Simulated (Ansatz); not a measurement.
Input file for Ansatz (a quantum-chemistry and plane-wave program): SC-NEVPT2 on CASSCF(2,2)/cc-pVDZ on CH5BeN (SMILES [CH3][Be][NH2]), a point of a bond scan (R = 2.721 Å).

Ansatz 0.2 input:
```yaml
crystal:
  periodic: [false, false, false]
  atoms:
    - {symbol: Be, position_ang: [-0.05338971, -0.02644051, 0.04849133]}
    - {symbol: C, position_ang: [1.12094596, 0.43700284, -1.06892021]}
    - {symbol: H, position_ang: [2.03930215, -0.15003544, -0.97439473]}
    - {symbol: H, position_ang: [1.40420627, 1.48665163, -0.93499189]}
    - {symbol: H, position_ang: [0.77510618, 0.33497700, -2.10183487]}
    - {symbol: N, position_ang: [-1.10234757, -0.43074027, 1.05075998]}
    - {symbol: H, position_ang: [-2.22189215, -2.90307678, 1.24253050]}
    - {symbol: H, position_ang: [-1.49730479, 0.17375412, 1.75367146]}
basis:
  gaussian:
    orbitals: cc-pVDZ
    pivot_positions_ang: [[-0.05338971, -0.02644051, 0.04849133], [1.12094596, 0.43700284, -1.06892021], [2.03930215, -0.15003544, -0.97439473], [1.40420627, 1.48665163, -0.93499189], [0.77510618, 0.33497700, -2.10183487], [-1.10234757, -0.43074027, 1.05075998], [-2.22189215, -2.90307678, 1.24253050], [-1.49730479, 0.17375412, 1.75367146]]
magnetization: {spin_polarized: false}
correlation: {method: sc_nevpt2, electrons: outside_noble_gas, active_space: {window: {electrons: 2, orbitals: 2}}}
output: {orbitals: {seedname: ./end}}
```

Program output:

```
WARN ansatz: RAYON_NUM_THREADS=1 ignored (pool sized by the plan → 1); use --threads N
Functional definition: HF
integrals: 0.01 GiB planned
705 factors; integrals over basis functions are off by at most 3.7e-4 eV
mean field: 0.10 GiB planned
mean field evaluation 1: about -2973.6002 eV, gradient 4.9e1 eV
mean field evaluation 2: about -2973.6001 eV, gradient 4.9e1 eV
mean field evaluation 4: about -2982.3926 eV, gradient 6.2e0 eV
mean field evaluation 8: about -2982.7444 eV, gradient 7.9e-2 eV
mean field evaluation 16: about -2978.9747 eV, gradient 8.6e-2 eV
mean field evaluation 32: about -2982.7370 eV, gradient 4.5e-1 eV
mean field -2982.74420099 eV, -109.6138276099 hartree, gradient 1.5e-6 eV, S^2 0.000000; 5 other end points of the search recorded, 0 dependent functions left out; unrestricted orbitals would lower it
reference -2982.74420099 eV, -109.6138276099 hartree; 11, 11 occupied and 56, 56 virtual orbitals, 705 factors
configuration interaction: 0.12 GiB planned
configuration interaction: 0.00 GiB planned
state -2986.96753268 eV, -109.7690321868 hartree
state -2986.96753268 eV, -109.7690321868 hartree; corrected -2995.74677274 eV, -110.0916633079 hartree
Total energy: -2995.74677274 eV, -110.0916633079 hartree
```

The run converged.

Cost: roughly 5 core-seconds.
